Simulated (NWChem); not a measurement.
# C$_{2}$H$_{3}$AuFN; SMILES [F][Au]<-[N]#CC

No frequency run checked for a minimum. def2 effective core potentials on Au; no spin-orbit coupling.

Q: Give the equilibrium geometry at PBE0/def2-SVP with def2 effective core potentials on Au (NWChem) as an XYZ file, with the point group.

A: point group C3v; any orientation.
```
8

Au    -0.1751     0.3945    -0.4054
F     -0.7306     1.6737    -1.7211
C      1.1540    -2.6267     2.7089
C      0.7271    -1.6650     1.7157
N      0.3885    -0.8973     0.9239
H      1.0816    -2.1857     3.7137
H      2.1971    -2.9209     2.5218
H      0.5164    -3.5218     2.6644
```
